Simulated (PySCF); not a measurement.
# Broadened absorption spectrum of C6H10S

Compound: C₆H₁₀S.
InChI=1S/C6H10S/c7-6-4-1-2-5(6)3-4/h4-7H,1-3H2/t4-,5+,6+

Method: TDDFT CAM-B3LYP/def2-SVPD, vertical, gas phase, core orbitals frozen in the response (PySCF). One conformer (not necessarily the lowest) at the PBE0-D3(BJ)/def2-SVP geometry, without solvent, vibrations or thermal averaging.

Each state is given a Gaussian of 0.3 eV full width at half maximum, with ε(max) = 2.175×10⁸ f / Δν̃ (Δν̃ the width in cm⁻¹). The width is an assumption, not a result. The curve ends short of the highest state used, and states not computed would add to its high-energy end.

```tsv
E (eV)	ε (L mol⁻¹ cm⁻¹)
5.07	1
5.17	10
5.26	56
5.36	208
5.45	398
5.54	462
5.64	304
5.73	127
5.83	72
5.92	270
6.02	1012
6.11	1985
6.21	2337
6.30	1598
6.40	584
6.49	139
6.58	20
6.68	2
6.77	7
6.87	80
6.96	421
7.06	1531
7.15	2995
7.25	3682
```

Question: Locate the maxima and give the states behind the curve.

Answer: 225 nm (5.52 eV), ε about 470, made up of S1 (100%); 200 nm (6.19 eV), ε about 2400, made up of S2 (100%); 171 nm (7.24 eV), ε about 3700, made up of S3 (34%) and S4 (65%) (ε in L mol⁻¹ cm⁻¹; maxima over ε = 5, shares over 10%). The states used: S1 5.52 eV (f 0.0052); S2 6.19 eV (f 0.026); S3 7.19 eV (f 0.015); S4 7.26 eV (f 0.027); S5 7.48 eV (f 0.0033); S6 7.85 eV (f 0.0053).

Question: Coming from long wavelengths, where does ε first pass 100 L mol⁻¹ cm⁻¹?

Answer: At about 234 nm (5.30 eV), 0.22 eV below S1.

Question: What would ε be at 7.24 eV, the highest of these maxima, with half the width (0.15 eV)?

Answer: About 6690 L mol⁻¹ cm⁻¹ against 3700, a factor of about 1.8; a lone state at its own centre would give exactly 2.

Question: On this curve, what absorbance would a 10⁻³ mol/L sample give at 222 nm over a 1 cm path?

Answer: 222 nm is 5.585 eV, where ε is about 410 L mol⁻¹ cm⁻¹, so A = ε c l ≈ 0.41 (Beer–Lambert, with the gas-phase spectrum and the assumed width).
